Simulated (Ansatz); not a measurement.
Spectroscopic constants of GeAs, multiplicity 4 (an upper state: multiplicity 2 came lower at CCSD(T)/def2-TZVPP on PBE0 minima). No spin–orbit coupling. Ge is treated without relativity. As is treated without relativity.

The constants come from a fifth-degree fit in 1/R (seven points, main isotopes). Runs in def2 and cc sets follow the lowest solution found near the PBE0 minimum.

Correlated levels freeze the inner cores; with def2 sets outer-core shells near the valence are correlated too.

Programs: Ansatz (Gaussian basis) for Hartree–Fock, density functionals and correlated methods. Each number belongs to the level named beside it.

Question: What bond length and harmonic frequency does wB97X-V/def2-TZVPP give?

Answer: r_e = 2.513 Å, ω_e = 247 cm⁻¹.

Question: What bond length and harmonic frequency does CCSD/def2-TZVPP give?

Answer: r_e = 2.523 Å, ω_e = 243 cm⁻¹.

Question: What bond length and harmonic frequency does CCSD(T)/def2-TZVPP give?

Answer: r_e = 2.530 Å, ω_e = 239 cm⁻¹.

Ansatz is a first-principles code.
